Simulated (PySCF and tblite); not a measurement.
The numbers below are computed, except where a source is named.
System: C5H10Se, numbered as in [CH3:1][C@H:2]1[CH2:3][CH2:4][Se:5][CH2:6]1.

Motion: inversion of the 5-membered ring (2–3–4–5–6). GFN2-xTB gives an electronic barrier of 3.4 kcal/mol and a reaction energy of 0.4 kcal/mol.

Spin–orbit effects of heavy atoms on shieldings are missing.

Question: What does PBE0/pcSseg-1 + D3(BJ), IEF-PCM tetrahydrofuran give on GFN2-xTB geometries?

Answer: A barrier of 4.1 kcal/mol, 0.7 above the tight-binding barrier (from unrounded values), a reaction energy of 0.0 kcal/mol and, with GFN2-xTB thermal terms, ΔG‡(298 K) = 4.6 kcal/mol and k = 2.6×10⁹ s⁻¹ (1 equivalent path).

Programs: tblite and PySCF.
